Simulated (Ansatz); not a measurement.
Computed with Ansatz on PBE0-D4/def2-TZVP structures; ΔE is electronic, products minus reactants. CCSD(T)/CBS adds triple-zeta CCSD(T) − MP2 to the extrapolated MP2 energy (def2 sets, frozen cores). This one scheme is used for every species. Functionals use def2-TZVPP. For Ga, Se outer-core shells are correlated without core-valence functions, which leaves a few kJ/mol of doubt a bond. Scalar relativity is left out up to krypton. One conformer a species, not always the lowest.

Consider the ligand exchange at a Ga–O bond: `[CH3][Ga]([CH3])[OH]` + H₂Se → `[CH3][Ga]([CH3])[SeH]` + H₂O.

```
                species  PBE-D4 energy (Eh)
 `[CH3][Ga]([CH3])[OH]`         -2080.12774
                   H₂Se         -2402.38459
`[CH3][Ga]([CH3])[SeH]`         -4406.15088
                    H₂O           -76.38027
```

(1) Work out ΔE.

Largest T1 diagnostic among the species: 0.013.

Answers

(1) ΔE = (-4406.15088) + (-76.38027) − (-2080.12774) − (-2402.38459) = -0.01882 Eh = -11.8 kcal/mol. CCSD(T)/CBS gives -11.9 kcal/mol.

From PBE to PBE0 (25 % exact exchange), in def2-TZVPP and without D4, ΔE moves by −1.3 kcal/mol. At CCSD(T), def2-SVP lies +4.4 kcal/mol from the extrapolated value and def2-TZVPP +1.0 kcal/mol.
